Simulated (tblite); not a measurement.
C6H13ClO2Si.
SMILES with atom numbers: `[OH:1][Si@@H:2]1[CH2:3][CH2:4][C@H:5]([O:6][CH2:7][CH2:8][Cl:9])[CH2:10]1` (hydrogens: H11 on O1; H12 on Si2; H13, H14 on C3; H15, H16 on C4; H17 on C5; H18, H19 on C7; H20, H21 on C8; H22, H23 on C10)

Cartesian coordinates in Å at the GFN2-xTB level; atoms count from 1:
```xyz
23
C6H13ClO2Si angstrom
O     -1.3742    2.0037   -1.1519
Si    -1.8953    0.4755   -1.0057
C     -1.7922   -0.2226    0.7714
C     -0.8383   -1.4171    0.6743
C      0.1341   -1.1466   -0.4790
O      0.8707    0.0548   -0.2896
C      1.7646    0.0906    0.7867
C      2.5203    1.4067    0.7034
Cl     1.3927    2.7658    0.9256
C     -0.7151   -0.8503   -1.7087
H     -0.5224    2.2435   -0.7814
H     -3.2154    0.5128   -1.6167
H     -1.3868    0.5287    1.4500
H     -2.7458   -0.5359    1.1890
H     -0.3102   -1.6010    1.6124
H     -1.3927   -2.3236    0.4273
H      0.8356   -1.9877   -0.6136
H      1.2435    0.0229    1.7523
H      2.4850   -0.7424    0.7242
H      3.2779    1.4807    1.4822
H      2.9657    1.5257   -0.2835
H     -1.2240   -1.7524   -2.0368
H     -0.0824   -0.5047   -2.5218
```

Computed with GFN2-xTB (tblite): harmonic, unscaled wavenumbers at the GFN2-xTB geometry, gas phase. Against measured fundamentals such values can be off by several per cent, at times by over 20. Modes of hydrogen on silicon can be 10 to 20 % off. One conformer, not necessarily the lowest.

Harmonic wavenumbers (cm⁻¹): 32.6, 45.0, 81.1, 102.0, 167.0, 177.4, 231.2, 236.4, 252.3, 349.1, 374.2, 388.8, 460.5, 502.6, 579.5, 629.5, 643.5, 674.5, 701.9, 727.4, 759.5, 813.3, 844.6, 854.9, 904.6, 917.7, 932.8, 988.8, 1002.0, 1024.5, 1050.9, 1069.1, 1101.9, 1108.9, 1152.1, 1169.1, 1188.1, 1207.4, 1229.8, 1253.5, 1263.4, 1289.6, 1303.8, 1324.4, 1338.6, 1413.7, 1469.1, 1477.2, 1488.9, 1504.4, 2332.5, 2820.0, 2835.3, 2888.6, 2960.2, 2984.8, 2991.6, 2994.8, 3002.4, 3022.0, 3024.9, 3031.5, 3556.4.

A = 1420, B = 716.4, C = 581.4 MHz; mass 180.037 u (most abundant isotopes); point group C1, symmetry number 1.

Question: What is the zero-point energy?

Answer: Half the sum of the wavenumbers: 40124 cm⁻¹ = 114.72 kcal/mol.

Question: What is S at 273.15 K and 1 bar for an ideal gas of classical rigid rotors and harmonic oscillators?

Answer: Translation 41.06, rotation 30.41, vibration 34.02: S = 105.5 cal/(mol K).

Question: And Cp and H(273.15 K) − H(0)?

Answer: Cp = 42.80 cal/(mol K), of which vibrations give 34.85 (their classical limit is 63 R = 125.2); H(273.15 K) − H(0) = 6.95 kcal/mol without the zero-point energy, 4.78 from vibrations.

Question: How do the functions run with temperature in this model?

Answer: 
```
T (K)  S (cal/(mol K))  Cp (cal/(mol K))  H − H(0) (kcal/mol)  G − H(0) (kcal/mol)  ln q(vib)
  100             75.4              21.2                 1.46                -6.08       2.65
  200             93.8              33.2                 4.17               -14.58       5.95
  300            109.7              46.4                 8.15               -24.76       9.18
  500            139.2              70.0                19.92               -49.70      15.63
  800            177.3              91.7                44.48               -97.37      24.98
 1000            198.8             100.9                63.80              -135.03      30.79
```

q(vib) and H(0) count from the zero-point level.

Question: What must be added to the electronic energy to get the Gibbs energy at 273.15 K and 1 bar?

Answer: ZPE + [H(273.15 K) − H(0)] − T·S = 114.72 + 6.95 − 28.82 = 92.85 kcal/mol.

Question: Which modes carry the vibrational entropy at 273.15 K?

Answer: 32.6 cm⁻¹: 5.49; 45.0 cm⁻¹: 4.85; 81.1 cm⁻¹: 3.69; 102.0 cm⁻¹: 3.25; 167.0 cm⁻¹: 2.30; 177.4 cm⁻¹: 2.19 cal/(mol K); the other 57 give 12.24 together.

Hindered rotation and anharmonicity are outside this model. Other conformers, if any are populated, would add a mixing term that is left out. The structure is chiral; the term R ln 2 for an equal mix with its mirror image is left out.
